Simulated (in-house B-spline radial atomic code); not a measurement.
Values are calculated unless marked as measured or tabulated.
## Making a Troullier-Martins p channel for Al, r_c = 0.81 bohr

Al, [Ne] 3s2 3p1, non-relativistic LDA (VWN5), spherical and spin-unpolarised, from an all-electron radial atomic-structure program (B-spline basis) (atomic units). The all-electron 2p level is ε = -2.564018 hartree and its outer maximum at 0.43 bohr.

Inside r_c the pseudo-orbital is u(r) = r^2 exp(p(r)), with p = c0 + c2 r² + c4 r⁴ + … + c12 r¹². The seven coefficients follow from p and its first four derivatives at r_c, from zero curvature of the screened potential at the origin, c4 = −c2²/(2l + 5), and from the norm inside r_c. At r_c the all-electron orbital has P = 0.8651589, P' = -1.266044, the screened potential V = -3.848416, V' = 8.817982, V'' = -30.25905, and the norm inside is Q = 0.7826802.

Question: What are p, p' and p'' at r_c?

Answer: p = ln(P/r_c^2) = ln(0.8651589/0.6561) = 0.27660. p' = P'/P − 2/r_c = -1.46337 − 2.46914 = -3.93250. The radial equation gives p'' = 2(V − ε) − 2(2) p'/r_c − p'² = -2.56880 − (-19.41976) − 15.46457 = 1.38639. Differentiating, p''' = 2V' + 2(2)p'/r_c² − 2(2)p''/r_c − 2p'p'' = -2.2814, and p'''' = 2V'' − 4(2)p'/r_c³ + 4(2)p''/r_c² − 2(2)p'''/r_c − 2p''² − 2p'p''' = 5.0628.

For a trial c2 the five matching conditions are linear in c0, c6, c8, c10 and c12, and c2 is varied until the norm inside r_c equals Q. The root nearest zero gives:

```
 n        c_n
 0   3.076408
 2  -6.018484
 4  -5.174593
 6   37.73109
 8  -68.20666
10   55.56958
12  -17.51481
```

Question: Check c4 and p(r_c), and find the screened pseudopotential at the origin.

Answer: −c2²/7 = -5.17459, as listed. The terms c_n r_c^n are 3.07641, -3.94873, -2.22749, 10.65637, -12.63883, 6.75596, -1.39709, which sum to 0.27660. Inverting the radial equation, V_l(r) = ε + 2 p'/r + (p'' + p'²)/2, so V_l(0) = ε + (2l + 3) c2 = -2.564018 + 5 × (-6.01848) = -32.6564 hartree, finite where the all-electron potential diverges.

Orbitals and screened potentials:

| r (bohr) | P | u | V all-electron | V pseudo |
| --- | --- | --- | --- | --- |
| 0.081 | 0.2712 | 0.1367 | -129.2 | -32.6 |
| 0.202 | 0.8502 | 0.6877 | -39.39 | -30.9 |
| 0.324 | 1.164 | 1.185 | -19.36 | -24.17 |
| 0.446 | 1.23 | 1.305 | -11.35 | -13.86 |
| 0.567 | 1.155 | 1.184 | -7.405 | -6.369 |
| 0.688 | 1.02 | 1.022 | -5.202 | -4.361 |
| 0.81 | 0.8652 | 0.8652 | -3.848 | -3.848 |

Logarithmic derivatives P'/P at R = 1.11 bohr, for energies E around ε:

```json
{"E − ε (hartree)": "-0.5", "all-electron": "0.184127", "pseudo": "0.189509"}
{"E − ε (hartree)": "-0.25", "all-electron": "-0.558564", "pseudo": "-0.556258"}
{"E − ε (hartree)": "-0.1", "all-electron": "-1.21129", "pseudo": "-1.21075"}
{"E − ε (hartree)": "0", "all-electron": "-1.79686", "pseudo": "-1.79686"}
{"E − ε (hartree)": "0.1", "all-electron": "-2.57643", "pseudo": "-2.57539"}
{"E − ε (hartree)": "0.25", "all-electron": "-4.41187", "pseudo": "-4.39949"}
{"E − ε (hartree)": "0.5", "all-electron": "-14.451", "pseudo": "-14.1373"}
```

Question: With P(R) = 0.5269104 and a norm of 0.9274705 inside R, what slope in energy does norm conservation fix?

Answer: d(P'/P)/dE = −2 × (norm inside R)/P(R)² = -6.6812 per hartree·bohr at E = ε, for both atoms, since orbital and norm agree at R. Differences over ±0.1 hartree give -6.8257 (all-electron) and -6.8232 (pseudo), which also hold third-order terms. Half a hartree below ε the two curves differ by +0.0054.
